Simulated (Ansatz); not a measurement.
Reaction (ligand exchange at the Si–O bond): `[SiH3][O][GeH2][SH]` + `[CH3][Mg][OH]` → `[CH3][Mg][O][SiH3]` + `[OH][GeH2][SH]`

Program: Ansatz. Geometries: PBE0-D4/def2-TZVP. ΔE: electronic, gas phase. CBS: MP2 limit from def2 TZ/QZ plus the TZ coupled-cluster correction, frozen cores. Functionals use def2-TZVPP. B3LYP here is the variant with VWN-RPA as its local correlation; programs differ in this. For Ge, Mg outer-core shells are correlated without core-valence functions, which leaves a few kJ/mol of doubt a bond. Scalar relativity is left out up to krypton. One conformer a species, not always the lowest.

Task: Is it downhill or uphill in electronic energy at CCSD(T)/CBS, and by how much? (Estimate.)

Result: Computed: Downhill: ΔE = -0.25 eV.

Task: What do these levels give: PBE-D4, r2SCAN-D4, PBE0-D4, ωB97M-V, r2SCAN, PBE0, B3LYP, MP2/def2-TZVPP, SCS-MP2/def2-TZVPP, CCSD/def2-TZVPP, HF/CBS(def2), CCSD/CBS(def2)? (An estimate is asked.)

Result: Ansatz gave: PBE-D4 -0.25, r2SCAN-D4 -0.25, PBE0-D4 -0.24, ωB97M-V -0.22, r2SCAN -0.26, PBE0 -0.28, B3LYP -0.28, MP2/def2-TZVPP -0.23, SCS-MP2/def2-TZVPP -0.24, CCSD/def2-TZVPP -0.25, HF/CBS(def2) -0.28, CCSD/CBS(def2) -0.25 eV.

Largest T1 diagnostic among the species: 0.012.

The D4 term adds +0.06 eV with B3LYP and +0.04 eV with PBE0; it sums over pairs of atoms, weighted by their polarisabilities, and B3LYP, whose exchange is more repulsive, gets the larger term.
